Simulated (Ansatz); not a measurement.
Reaction (substitution at a C–Al bond): `C=[C](Cl)[AlH][SiH3]` + H₂Te → `C=C(Cl)[TeH]` + `[AlH2][SiH3]`

Computed with Ansatz on PBE0-D4/def2-TZVP structures; ΔE is electronic, products minus reactants. CCSD(T)/CBS adds triple-zeta CCSD(T) − MP2 to the extrapolated MP2 energy (def2 sets, frozen cores). This one scheme is used for every species. DFT in def2-TZVPP. Elements past krypton have def2 core potentials. For Te outer-core shells are correlated without core-valence functions, which leaves a few kJ/mol of doubt a bond. Each species was taken in one conformer, which may not be the lowest.

```csv
level,ΔE (kJ/mol)
r2SCAN-D4,61.5
PBE,57.1
```

Problem. What does CCSD(T)/CBS give? (Best estimate.)

Solution. The calculation gave: +56.4 kJ/mol. The listed levels differ from it by 5.1, 0.7 kJ/mol.

Largest T1 diagnostic among the species: 0.012.

In def2-TZVPP, CCSD(T) changes the Hartree–Fock value by −9.0 kJ/mol (the triples alone add −1.9 kJ/mol) and MP2 by −15.8 kJ/mol. From PBE to PBE0 (25 % exact exchange), in def2-TZVPP and without D4, ΔE moves by +3.4 kJ/mol.
